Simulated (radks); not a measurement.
Excited configurations of Zn I: one electron is placed in a higher orbital outside [Ar] 3d10 4s1. The ground configuration is [Ar] 3d10 4s2. Method: scalar-relativistic Kohn-Sham, BLYP, spin-polarised, spherical densities, finite nucleus; open shells are filled with parallel spins first; Fermi nuclear charge, rms radius 3.9283 fm; computed with a radial shooting solver on a logarithmic mesh with Libxc functionals. Excitation = E - E(ground); binding = E(ion) - E, where the ion is the core of charge +1; n* = 1/sqrt(2 binding) in atomic units, and the quantum defect is n - n*.

outer orbital  excitation (eV)  binding (eV)     n*  eigenvalue (eV)  <r> (bohr)
5s                       6.946         2.766  2.218           -1.574       7.580
5p                       7.750         1.962  2.633           -1.072       9.895
6s                       8.239         1.473  3.040           -0.863       14.73
7d                       9.151         0.561  4.926           -0.347       40.02

The Delta-SCF ionisation energy is 9.712 eV (NIST Atomic Spectra Database: 9.394 eV, measured). Self-interaction in the functional shifts the binding energies and quantum defects, so they are the method's values and not measured ones.
